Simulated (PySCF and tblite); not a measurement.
Values are calculated unless marked as measured or tabulated.
Barrier and rate of a rotation

System: 5-chlororesorcinol, C6H5ClO2, numbered as in [OH:1][c:2]1[cH:3][c:4]([OH:5])[cH:6][c:7]([Cl:8])[cH:9]1.

Motion: rotation about the C2–O1 bond (torsion C3–C2–O1–H from 0° to 180°, rising). Level: PBE0/pcSseg-1 + D3(BJ) on GFN2-xTB stationary points, with GFN2-xTB thermal terms. Rates follow Eyring's equation with the number of equivalent paths and no tunnelling. (PySCF 2.14 with density fitting, tblite 0.8.)

| point | symmetry | E(GFN2) kcal/mol | E(DFT) kcal/mol | ZPE change kcal/mol | lowest mode cm⁻¹ | dipole D |
| --- | --- | --- | --- | --- | --- | --- |
| start | Cs | 0.0 | 0.0 | 0.00 | 164 | 2.26 |
| saddle | C1 | 6.1 | 4.3 | -0.77 | 439i | 1.89 |
| end | C2v | 0.2 | 0.1 | -0.02 | 164 | 0.57 |

```
Electronic barrier                                      : 4.3 kcal/mol
Barrier with zero-point energy                          : 3.5 kcal/mol
ΔH‡ (298 K)                                             : 3.4 kcal/mol
ΔS‡ (298 K, symmetry apart)                             : -0.7 cal/(mol K)
Paths                                                   : 2 equivalent paths
End point                                               : a different minimum
Mean lifetime of the start against this motion at 298 K : 35 ps
Cost                                                    : 3.6 min on 1 thread of AMD EPYC (shared host) (rough), peak memory 0.88 GiB, launched as `OMP_NUM_THREADS=1 python ens_run.py task.json out`
```

| T/K | ΔG‡ kcal/mol | k s⁻¹ | ΔG kcal/mol | k back s⁻¹ |
| --- | --- | --- | --- | --- |
| 150 | 3.5 | 4.2×10⁷ | 0.1 | 1.2×10⁸ |
| 200 | 3.6 | 1.1×10⁹ | 0.1 | 2.9×10⁹ |
| 250 | 3.6 | 7.8×10⁹ | 0.1 | 2×10¹⁰ |
| 298 | 3.6 | 2.8×10¹⁰ | 0.1 | 6.8×10¹⁰ |
| 350 | 3.6 | 7.7×10¹⁰ | 0.1 | 1.8×10¹¹ |
| 400 | 3.7 | 1.6×10¹¹ | 0.1 | 3.6×10¹¹ |
| 500 | 3.8 | 4.4×10¹¹ | 0.1 | 9.8×10¹¹ |

ΔG and ΔG‡ leave out symmetry numbers and mirror images; rates count paths: 2 out, 4 back.
